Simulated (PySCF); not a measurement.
Here is a job for PySCF.
```python
from pyscf import gto, scf

mol = gto.Mole()
mol.atom = '''
    Si   -1.65708866    0.06262960    0.30023570
    As    0.80694470   -0.07835661   -0.22507339
    H    -2.17646217   -0.78245454   -0.76591903
    H    -1.89313440    1.54361957    0.11676775
    H    -1.66230100   -0.40936870    1.68584541
    H     1.19281094   -1.34928293    0.34078971
    H     1.39106775    0.67674604    0.97111877
'''
mol.basis = 'sto-3g'
mol.charge = 1
mol.spin = 1
mol.verbose = 3
mol.build()

mf = scf.UHF(mol)
mf.kernel()
g = mf.nuc_grad_method()
grad = g.kernel()
```

**Question.** Give the number of basis functions at the level HF/STO-3G, gradient (PySCF).

**Answer.** 32

**Question.** Predict the <S^2> from HF/STO-3G, gradient.

**Answer.** 0.755

**Question.** Predict the HOMO energy from HF/STO-3G, gradient.

**Answer.** -15.64 eV

**Question.** Estimate the nuclear repulsion energy that HF/STO-3G, gradient returns for this input.

**Answer.** 158.5346 Eh

**Question.** What is the computed total energy (HF/STO-3G, gradient)?

**Answer.** -2497.5867 Eh

**Question.** Predict the Mulliken (on the basis functions themselves) charges in atom order from HF/STO-3G, gradient.

**Answer.** Si1 0.70, As2 0.46, H3 -0.06, H4 -0.06, H5 -0.06, H6 0.00, H7 0.01

These values belong to the state on which the SCF converged, which isn't shown to be the lowest.
